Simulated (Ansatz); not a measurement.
BeCl₂. Total charge 0; singlet. Geometry r2SCAN-D4/def2-TZVP; atoms count from 1.

```csv
atom,x (Å),y (Å),z (Å)
Be1,0.000,0.000,0.000
Cl2,1.704,-0.488,0.335
Cl3,-1.704,0.488,-0.335
```

(1) Estimate the Mulliken populations from the PBE0/def2-TZVP orbitals of Ansatz.

(2) And the Mayer bond orders between heavy atoms (over 0.3)?

Answers

(1) 
```
atom  charge (e)
 Be1        0.33
 Cl2       -0.17
 Cl3       -0.17
```
Mulliken values depend strongly on the basis.

(2) Be1–Cl2 1.32 (1.80 Å); Be1–Cl3 1.32 (1.80 Å).
